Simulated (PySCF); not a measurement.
disulfane (H2S2), singlet, geometry from GFN2-xTB, atoms displaced at random by about 0.05 Å a coordinate; B3LYP/STO-3G (PySCF).

PySCF was given this input:
```python
from pyscf import gto, scf, dft
from pyscf.geomopt import geometric_solver

mol = gto.M(
    atom='''
S    -0.88081212   -0.00749778    0.53445721
S     0.86446522    0.17377101   -0.51523021
H    -1.53371068   -0.88713784   -0.37774378
H     1.54302148   -0.84433057    0.22790580
''',
    basis='sto-3g',
    verbose=3,
)

def method(m):
    mf = dft.RKS(m)
    mf.xc = 'b3lyp'
    return mf

conv, mol_eq = geometric_solver.kernel(method(mol), maxsteps=100, convergence_set='GAU_VERYTIGHT')
print('optimisation converged:', conv)
print(mol_eq.tostring(format='xyz'))
mf = method(mol_eq)
mf.kernel()
```

What the program printed (banner, timings and long lists left out):

```
Custom engine selected.
Bonds will be generated from interatomic distances less than 1.20 times sum of covalent radii
12 internal coordinates being used (instead of 12 Cartesians)
Internal coordinate system (atoms numbered from 1):
Distance 1-2
Distance 1-3
Distance 2-4
Angle 2-1-3
Angle 1-2-4
Dihedral 3-1-2-4
Translation-X 1-4
Translation-Y 1-4
Translation-Z 1-4
Rotation-A 1-4
Rotation-B 1-4
Rotation-C 1-4
<class 'geometric.internal.Distance'> : 3
<class 'geometric.internal.Angle'> : 2
<class 'geometric.internal.Dihedral'> : 1
<class 'geometric.internal.TranslationX'> : 1
<class 'geometric.internal.TranslationY'> : 1
<class 'geometric.internal.TranslationZ'> : 1
<class 'geometric.internal.RotationA'> : 1
<class 'geometric.internal.RotationB'> : 1
<class 'geometric.internal.RotationC'> : 1
> ===== Optimization Info: ====
> Job type: Energy minimization
> Maximum number of optimization cycles: 100
> Initial / maximum trust radius (Angstrom): 0.100 / 0.300
> Convergence Criteria:
> Will converge when all 5 criteria are reached:
>  |Delta-E| < 1.00e-06
>  RMS-Grad  < 1.00e-06
>  Max-Grad  < 2.00e-06
>  RMS-Disp  < 4.00e-06
>  Max-Disp  < 6.00e-06
> === End Optimization Info ===

Geometry optimization cycle 1
Cartesian coordinates (Angstrom)
 Atom        New coordinates             dX        dY        dZ
   S  -0.880812  -0.007498   0.534457    0.000000  0.000000  0.000000
   S   0.864465   0.173771  -0.515230    0.000000  0.000000  0.000000
   H  -1.533711  -0.887138  -0.377744    0.000000  0.000000  0.000000
   H   1.543021  -0.844331   0.227906    0.000000  0.000000  0.000000

WARN: Mole.unit (angstrom) is changed to Bohr

converged SCF energy = -788.72817361445
--------------- RKS_Scanner gradients ---------------
         x                y                z
0 S     0.0418622267     0.0175420360     0.0053455563
1 S    -0.0402123465     0.0220476701    -0.0059260928
2 H    -0.0119111327    -0.0169342677    -0.0191403450
3 H     0.0102574432    -0.0226640846     0.0197272377
----------------------------------------------
cycle 1: E = -788.728173614  dE = -788.728  norm(grad) = 0.0776533
Step    0 : Gradient = 3.883e-02/4.624e-02 (rms/max) Energy = -788.7281736144
[...]
Geometry optimization cycle 2
Cartesian coordinates (Angstrom)
 Atom        New coordinates             dX        dY        dZ
   S  -0.952573  -0.005375   0.502495   -0.071761  0.002123 -0.031962
   S   0.905705   0.140839  -0.470040    0.041239 -0.032932  0.045190
[...]
converged SCF energy = -788.733920501214
Step   92 : Displace = 4.000e-07/4.482e-07 (rms/max) Trust = 4.000e-07 (=) Grad = 4.112e-06/5.684e-06 (rms/max) E (change) = -788.7339205012 (+7.390e-12) Quality = -0.585
converged SCF energy = -788.733920501207
Step   93 : Displace = 4.000e-07/4.485e-07 (rms/max) Trust = 4.000e-07 (=) Grad = 4.108e-06/5.672e-06 (rms/max) E (change) = -788.7339205012 (+7.503e-12) Quality = -0.595
converged SCF energy = -788.733920501197
Step   94 : Displace = 4.000e-07/4.489e-07 (rms/max) Trust = 4.000e-07 (=) Grad = 4.105e-06/5.658e-06 (rms/max) E (change) = -788.7339205012 (+1.035e-11) Quality = -0.821
converged SCF energy = -788.733920501184
Step   95 : Displace = 4.000e-07/4.493e-07 (rms/max) Trust = 4.000e-07 (=) Grad = 4.102e-06/5.642e-06 (rms/max) E (change) = -788.7339205012 (+1.307e-11) Quality = -1.038
converged SCF energy = -788.733920501167
Step   96 : Displace = 4.000e-07/4.499e-07 (rms/max) Trust = 4.000e-07 (=) Grad = 4.101e-06/5.626e-06 (rms/max) E (change) = -788.7339205012 (+1.614e-11) Quality = -1.284
converged SCF energy = -788.733920501145
Step   97 : Displace = 4.000e-07/4.506e-07 (rms/max) Trust = 4.000e-07 (=) Grad = 4.103e-06/5.608e-06 (rms/max) E (change) = -788.7339205011 (+2.206e-11) Quality = -1.755
converged SCF energy = -788.733920501113
Step   98 : Displace = 4.000e-07/4.514e-07 (rms/max) Trust = 4.000e-07 (=) Grad = 4.108e-06/5.588e-06 (rms/max) E (change) = -788.7339205011 (+3.206e-11) Quality = -2.554
[...]
   S  -0.934363   0.000109   0.522790   -0.000000  0.000000 -0.000000
   S   0.905055   0.156674  -0.498414    0.000000  0.000000  0.000000
   H  -1.514912  -0.878029  -0.351795    0.000000 -0.000000  0.000000
   H   1.543048  -0.837506   0.192690   -0.000000 -0.000000 -0.000000
converged SCF energy = -788.73392050107
--------------- RKS_Scanner gradients ---------------
         x                y                z
0 S    -0.0000056421    -0.0000204384    -0.0000034928
1 S    -0.0000009213     0.0000105533     0.0000089904
2 H    -0.0000024241     0.0000006945    -0.0000017916
3 H    -0.0000002950     0.0000004641     0.0000033447
----------------------------------------------
cycle 100: E = -788.733920501  dE = 4.3201e-11  norm(grad) = 2.59975e-05
Step   99 : Displace = 4.000e-07/4.524e-07 (rms/max) Trust = 4.000e-07 (=) Grad = 4.118e-06/5.568e-06 (rms/max) E (change) = -788.7339205011 (+4.320e-11) Quality = -3.443
Not rejecting step - trust below tmin = 4.000e-07
[...]
Geometry optimization cycle 101
Cartesian coordinates (Angstrom)
 Atom        New coordinates             dX        dY        dZ
   S  -0.934363   0.000110   0.522790   -0.000000  0.000000 -0.000000
   S   0.905055   0.156674  -0.498414    0.000000  0.000000  0.000000
   H  -1.514911  -0.878029  -0.351795    0.000000 -0.000000  0.000000
   H   1.543048  -0.837506   0.192689   -0.000000 -0.000000 -0.000000
converged SCF energy = -788.733920501008
--------------- RKS_Scanner gradients ---------------
         x                y                z
0 S    -0.0000057609    -0.0000204171    -0.0000035301
1 S    -0.0000010349     0.0000105407     0.0000089587
2 H    -0.0000023085     0.0000007698    -0.0000017455
3 H    -0.0000001783     0.0000003801     0.0000033677
----------------------------------------------
cycle 101: E = -788.733920501  dE = 6.24141e-11  norm(grad) = 2.59891e-05
Step  100 : Displace = 4.000e-07/4.536e-07 (rms/max) Trust = 4.000e-07 (=) Grad = 4.136e-06/5.546e-06 (rms/max) E (change) = -788.7339205010 (+6.241e-11) Quality = -4.975
[...]
Maximum iterations reached (100); increase --maxiter for more
Geometry optimization failed to converge in 100 iterations
optimisation converged: False
4
XYZ from PySCF
S          -0.93436265        0.00010978        0.52278992
S           0.90505501        0.15667415       -0.49841393
H          -1.51491134       -0.87802897       -0.35179508
H           1.54304784       -0.83750637        0.19268934
converged SCF energy = -788.733920501184
```

The run did not converge; its last values are not results.
